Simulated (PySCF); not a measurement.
Compound: C7H12NO (charge +1).
Bonds: C1–N2, N2–C3, N2–C4, C4–C5, C5–C6 (aromatic), C6–C7 (aromatic), C7–C8 (aromatic), C8–O9 (aromatic), C5–O9 (aromatic). Hydrogens: H10, H11, H12 on C1; H13 on N2; H14, H15, H16 on C3; H17, H18 on C4; H19 on C6; H20 on C7; H21 on C8.

NICS is the negative of the GIAO shielding at a point without a nucleus: at the ring centre (0) and 1 Å above and below it (1); zz is the component along the ring normal. Level: GIAO PBE0/pcSseg-1 (PySCF, non-relativistic, gas phase) on the GFN2-xTB geometry, one conformer.

Ring bond lengths (Å), with Mayer bond orders in brackets: C5–C6 1.363 (1.55), C6–C7 1.417 (1.28), C7–C8 1.359 (1.61), C8–O9 1.345 (1.07), O9–C5 1.360 (1.02).

Question: What do the NICS probes read (ppm)?

Answer: 
| ring | type | NICS(0) | NICS(1), two faces | NICS(1)zz, two faces | rms pucker (Å) | centre to ring atoms, mean (Å) |
| --- | --- | --- | --- | --- | --- | --- |
| C5–C6–C7–C8–O9 | 5-membered ring with O; formal bonds all aromatic | -11.3 | -9.9 / -9.9 | -25.5 / -25.9 | 0.00 | 1.16 |

Question: What do they say, and how far can they be read as aromaticity?

Answer: 
- C5–C6–C7–C8–O9: mean NICS(1)zz -25.7 ppm, shielded. For a flat ring without four-coordinate atoms the NICS criterion counts such a value as aromatic.

Question: How equal are the bonds by HOMA? Use HOMA with the parameters of Krygowski (1993).

Answer: 
- C5–C6–C7–C8–O9: HOMA 0.40; the largest term is that of O9–C5, α(R − Ropt)² = 1.43.

Question: At the second NICS(1) probe listed for ring C5–C6–C7–C8–O9, 1 Å off the ring, what do the in-plane components average?

Answer: The isotropic value is a third of the trace: (3 × -9.9 − (-25.9))/2 = -1.9 ppm.

Question: How shielded are the nuclei of the rings and their hydrogens (means over atoms taken as equivalent)?

Answer: 
```csv
atoms,environment,σ isotropic (ppm)
C5,substituted aromatic carbon,44.3
C6,aromatic CH carbon,59.9
C7,aromatic CH carbon,65.6
C8,aromatic CH next to a ring oxygen,31.3
O9,furan-type oxygen,44.2
H19,aromatic hydrogen,24.40
H20,aromatic hydrogen,24.49
H21,aromatic hydrogen,23.65
```

Time: 42 s of wall time. Hardware: one thread, Arm Neoverse V1, on a shared host. This is the whole shielding run at PBE0/pcSseg-1, SCF included.

Shape of the structure used: `[CH3:1][NH+:2]([CH3:3])[CH2:4][c:5]1[cH:6][cH:7][cH:8][o:9]1`: C1–N2–C4–C5 67°, N2–C4–C5–C6 -124°.
